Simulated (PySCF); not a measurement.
# Excitation energy of Ne²⁺ by level of theory

Ne²⁺ [He] 2s2 2p4 (3P) → Ne²⁺ [He] 2s1 2p4 3s1 (5P), as a difference of total energies. Calculation: PySCF 2.14, in x2c-QZVPPall with one added diffuse shell each of s, p, d, f type (8s5p4d3f1g, 73 functions); scalar relativity by spin-free X2C-1e. Correlated levels: valence: 1s2 frozen. The calculations carry no spin-orbit coupling.

```json
{"method": "UHF", "excitation energy (eV)": "60.168"}
{"method": "MP2 (valence)", "excitation energy (eV)": "61.110"}
{"method": "SCS-MP2 (valence)", "excitation energy (eV)": "61.310"}
{"method": "CCSD (valence)", "excitation energy (eV)": "61.421"}
{"method": "CCSD(T) (valence)", "excitation energy (eV)": "61.391"}
```

Q: How much does correlation contribute at CCSD(T) (valence)?

A: 61.391 − (60.168) = 1.223 eV, measured against UHF.

The promoted electron is Rydberg-like, and one or two diffuse shells describe it only roughly, which tends to raise the upper state.
